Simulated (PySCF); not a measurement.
## ZrN at PBEsol

Computed with PBEsol; basis Zr def2-TZVPPD with ECP28, N def2-TZVPPD; scalar-relativistic core potentials; PySCF 2.14.

```
state                                           : ²Σ⁺ (doublet), unpaired electrons σ ↑
bond length                                     : 1.698 Å
harmonic wavenumber                             : 1035 cm⁻¹
force constant                                  : 7.64 mdyn/Å
rotational constant Be                          : 0.4827 cm⁻¹
anharmonicity ωexe                              : 3.37 cm⁻¹
vibration–rotation constant αe                  : 0.00217 cm⁻¹
bond order (Mayer)                              : 2.92
dipole moment (positive dipole means Zr(−)N(+)) : -4.20 D
```

De is left out where the level can put another filling of the metal’s s and d shells below the measured ground configuration, by anything from nothing to about 1 eV. Spin–orbit coupling is left out, which matters for elements this heavy, above all for dissociation energies. With d or f electrons several states lie close, and the lowest PBE0 determinant need not be the measured ground state.
